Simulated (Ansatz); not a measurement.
CH$_{3}$Cl$_{2}$Si, doublet, at a GFN2-xTB geometry; REVPBE/cc-pVDZ in Ansatz (an electronic-structure program).

Ansatz was given this input:
Ansatz 0.2 input:
```yaml
crystal:
  periodic: [false, false, false]
  atoms:
    - {symbol: C, position_ang: [-2.01893835, -0.48835810, -0.00921030]}
    - {symbol: Si, position_ang: [-0.23081554, -0.09736185, -0.53333853]}
    - {symbol: Cl, position_ang: [1.04857991, -1.42708373, 0.33708838]}
    - {symbol: Cl, position_ang: [0.27405550, 1.77962342, 0.08689332]}
    - {symbol: H, position_ang: [-2.11035886, -0.42589345, 1.07439724]}
    - {symbol: H, position_ang: [-2.30897346, -1.48877870, -0.31358728]}
    - {symbol: H, position_ang: [-2.72042203, 0.21471190, -0.44649774]}
basis:
  gaussian:
    orbitals: cc-pVDZ
hamiltonian:
  xc: revpbe
magnetization: {spin_polarized: true, initial_magnetization: 1}
accuracy: high
```

It wrote (shortened):

```
Functional definition: revPBE
1923 factors; integrals over basis functions are off by at most 3.5e-9 eV
mean field evaluation 1: about -33997.4844 eV, gradient 3.6e1 eV
mean field evaluation 2: about -33985.7290 eV, gradient 5.3e1 eV
mean field evaluation 4: about -34004.1178 eV, gradient 3.4e0 eV
mean field evaluation 8: about -34004.1805 eV, gradient 4.0e-2 eV
mean field evaluation 16: about -34004.1805 eV, gradient 9.7e-6 eV
mean field -34004.18050704 eV, -1249.6305847723 hartree, gradient 3.0e-8 eV, S^2 0.751699; 0 other end points of the search recorded, 0 dependent functions left out
reference -34004.18051079 eV, -1249.6305849102 hartree; 29, 28 occupied and 54, 55 virtual orbitals, 1923 factors
Total energy: -34004.18051079 eV, -1249.6305849102 hartree
```
